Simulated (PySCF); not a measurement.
F₃OSi, SMILES [O][Si](F)(F)F, multiplicity 2. Coordinates come from a B3LYP-D3(BJ)/def2-SVP optimisation. The isomer is the one that the SMILES or the coordinates give; other isomers of the formula were not compared.

Computed equilibrium geometry at B3LYP-D3(BJ)/def2-SVP (PySCF confirms it by a frequency run) as Cartesian coordinates in Å, and its point group:
point group Cs.
```xyz
5

O     -1.0617     1.3186     0.0000
Si    -0.0060     0.0248     0.0000
F     -0.9249    -1.2777     0.0000
F      0.9390     0.0335    -1.2839
F      0.9390     0.0335     1.2839
```
Charge 0, spin multiplicity 2.
